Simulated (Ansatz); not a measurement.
Reaction (ligand exchange at a B–F bond): `FB(F)S` + NH₃ → `NB(F)S` + H–F

Gas-phase electronic energies from Ansatz, PBE0-D4/def2-TZVP geometries. CCSD(T)/CBS is extrapolated from def2-TZVPP and def2-QZVPP, frozen cores. Functionals use def2-TZVPP. B3LYP here is the variant with VWN-RPA as its local correlation; programs differ in this. One conformer a species, not always the lowest.

Question: Is it downhill or uphill in electronic energy at CCSD(T)/CBS, and by how much? (Best estimate.)

Answer: Ansatz gave: Uphill: ΔE = +29.2 kJ/mol.

Question: What do these levels give: r2SCAN-D4, B3LYP, HF/def2-TZVPP, HF/def2-QZVPP, CCSD/def2-QZVPP, CCSD/CBS(def2)? (Best estimate.)

Answer: Computed: r2SCAN-D4 35.9, B3LYP 37.5, HF/def2-TZVPP 43.0, HF/def2-QZVPP 43.6, CCSD/def2-QZVPP 32.3, CCSD/CBS(def2) 30.8 kJ/mol.

Largest T1 diagnostic among the species: 0.013.

In def2-TZVPP, CCSD(T) changes the Hartree–Fock value by −9.8 kJ/mol (the triples alone add −0.8 kJ/mol) and MP2 by −14.0 kJ/mol. The D4 term adds −4.3 kJ/mol with B3LYP and −2.3 kJ/mol with PBE0; it sums over pairs of atoms, weighted by their polarisabilities, and B3LYP, whose exchange is more repulsive, gets the larger term.
